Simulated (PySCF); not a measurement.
Isomers of C6H9NO. Level of theory: PBE0-D3(BJ)/def2-SVP geometry optimisation, gas phase (PySCF 2.14.0). One conformer each; no zero-point energy, no entropy. No frequencies were run at this level. Point groups hold within 0.08 Å.

Question: Order them by energy at this level, lowest first, and give relative energies in kcal/mol.
A. `CN(C)C1=CC=CO1`
B. `CN(C)c1ccoc1`
C. `[CH2:1]=[CH:2]/[CH:3]=[CH:4]/[NH:5][C:6]([CH3:7])=[O:8]` with C1–C2–C3–C4 180°, C3–C4–N5–C6 179°, C4–N5–C6–C7 180°
D. `[CH3:1][C:2]#[C:3][CH2:4][NH:5][C:6]([CH3:7])=[O:8]` with C3–C4–N5–C6 -122°, C4–N5–C6–C7 176°
E. `[CH3:1][O:2][c:3]1[cH:4][cH:5][n:6]([CH3:7])[cH:8]1` with C1–O2–C3–C4 180°
F. `[CH2:1]=[C:2]1[CH2:3][CH:4]([NH:5][CH:6]=[O:7])[CH2:8]1` with C3–C4–N5–C6 129°, C4–N5–C6–O7 0°, C1–C2–C3–C4 158°, C2–C3–C4–N5 139°, C3–C4–C8–C2 -15°, C1–C2–C8–C4 -158°

Answer: C (0.0), E (7.9), A (9.5), F (12.2), B (14.0), D (19.8).

As drawn, the lowest has a C=C bond outside aromatic rings, which the highest lacks; the highest has a C≡C bond, which the lowest lacks. Neighbours under 2.5 kcal/mol apart (COc1ccn(C)c1 and CN(C)c1ccco1; C=C1CC(NC=O)C1 and CN(C)c1ccoc1) can change places with a better method, another conformer or zero-point energy.

```json
{"SMILES": "C=C/C=C/NC(C)=O", "E (Eh)": "-363.34117", "E rel (kcal/mol)": "0.0", "dipole (D)": "3.47", "point group": "–", "A, B, C (MHz)": "8389, 745.8, 687.9"}
{"SMILES": "COc1ccn(C)c1", "E (Eh)": "-363.32853", "E rel (kcal/mol)": "7.9", "dipole (D)": "2.77", "point group": "–", "A, B, C (MHz)": "4877, 1419, 1115"}
{"SMILES": "CN(C)c1ccco1", "E (Eh)": "-363.32607", "E rel (kcal/mol)": "9.5", "dipole (D)": "1.46", "point group": "C1", "A, B, C (MHz)": "4592, 1654, 1249"}
{"SMILES": "C=C1CC(NC=O)C1", "E (Eh)": "-363.32166", "E rel (kcal/mol)": "12.2", "dipole (D)": "3.54", "point group": "near Cs", "A, B, C (MHz)": "6642, 990.1, 974.2"}
{"SMILES": "CN(C)c1ccoc1", "E (Eh)": "-363.31893", "E rel (kcal/mol)": "14.0", "dipole (D)": "1.69", "point group": "C1", "A, B, C (MHz)": "4617, 1570, 1201"}
{"SMILES": "CC#CCNC(C)=O", "E (Eh)": "-363.30962", "E rel (kcal/mol)": "19.8", "dipole (D)": "3.82", "point group": "C1", "A, B, C (MHz)": "5271, 787.9, 749.5"}
```
